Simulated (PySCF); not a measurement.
CH5Si, multiplicity 2. Atoms are numbered in the order given.

```xyz
7

C      1.2686    -0.0034     0.0000
Si    -0.5735    -0.0019     0.0000
H      1.8533     0.0157    -0.9126
H      1.8533     0.0157     0.9126
H     -1.1109     1.3855     0.0000
H     -1.0892    -0.6848    -1.2107
H     -1.0892    -0.6848     1.2107
```
Charge 0, spin multiplicity 2.

The structure is a stationary point at B3LYP-D3(BJ)/def2-TZVP. The isomer is the one that the SMILES or the coordinates give; other isomers of the formula were not compared.

Calculation: PBE/def2-TZVPD in PySCF.

The molecule is in vacuum.

The total energy is -330.33994 hartree and the point group is Cs. The α spin, highest occupied and lowest empty level is -5.67 and -0.45 eV and the β spin, highest occupied and lowest empty level comes out as -8.17 and -3.60 eV. The dipole moment comes out as 0.63 D and the quadrupole, principal values (traceless, Buckingham form, about the centre of nuclear charge) is -1.73, 0.73, 1.00 D·Å. The mean static polarisability is 44.6 bohr³ (6.60 Å³) and the polarisability, principal values is 40.7, 41.7, 51.3 bohr³. The ⟨S²⟩ is 0.754 (pure state 0.75).
